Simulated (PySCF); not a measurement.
**Dipole response of Hf²⁺ (hafnium, charge +2)**

[Xe] 4f14 5d2, high-spin 3F determinant. Calculation: PySCF 2.14, in ANO-RCC-VTZP; the spin-free X2C one-electron Hamiltonian (Gaussian nucleus). Coupled (time-dependent) response in atomic units; α is the mean over directions. The basis has no added diffuse functions, which lowers α and C₆.

```json
{"method": "PW91", "mean α (bohr³)": "13.44", "C₆ (like pair)": "64.91", "S(−4)": "221.7"}
```

S(−4) is the Cauchy moment in α(ω) = α(0) + S(−4) ω² + …

Spin-orbit coupling is absent.

α(iu) at PW91:

| u (hartree) | α(iu) (bohr³) |
| --- | --- |
| 0 | 13.44 |
| 0.0500 | 12.92 |
| 0.100 | 11.70 |
| 0.200 | 9.158 |
| 0.300 | 7.513 |
| 0.500 | 5.819 |
| 0.750 | 4.684 |
| 1.00 | 3.889 |
| 1.50 | 2.780 |
| 2.00 | 2.072 |
| 3.00 | 1.285 |
| 5.00 | 0.6535 |

For an ion, C₆ is the dispersion term alone; charge-induced terms of lower order in 1/R come first.

Spin-orbit coupling, absent here, splits the open shell strongly.
